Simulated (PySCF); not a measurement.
Si(I)2(OH)2 (H₂I₂O₂Si), SMILES O[Si](O)(I)I. Heavy atoms are numbered as in [OH:1][Si:2]([OH:3])([I:4])[I:5]. Hydrogens are named by the atom that carries them.

Geometry: PBE-D3(BJ)/def2-SVP. The def2 effective core potentials stand for the cores of I; spin–orbit coupling is left out. One conformer was computed; it need not be the lowest.

Calculation: PBE/def2-TZVP (PySCF).

Atomic charges (e), one atom of each kind:

```
atom       Mulliken  Löwdin
-------  ----------  ------
O1 (OH)  (withheld)   -0.10
Si2      (withheld)   -0.56
I4       (withheld)    0.19
H on O1  (withheld)    0.19
```

Question: Complete the blanks. (Estimate from the structure and the level; the computed values follow.)

Answer: 
- O1 (OH), Mulliken: -0.43
- Si2, Mulliken: 0.47
- I4, Mulliken: -0.13
- H on O1, Mulliken: 0.32

Computed Mayer and Wiberg (Löwdin basis) orders of the bonds:
```tsv
bond	Mayer	Wiberg
O1–Si2	1.29	1.70
Si2–O3	1.29	1.70
Si2–I4	1.13	1.63
Si2–I5	1.13	1.63
```
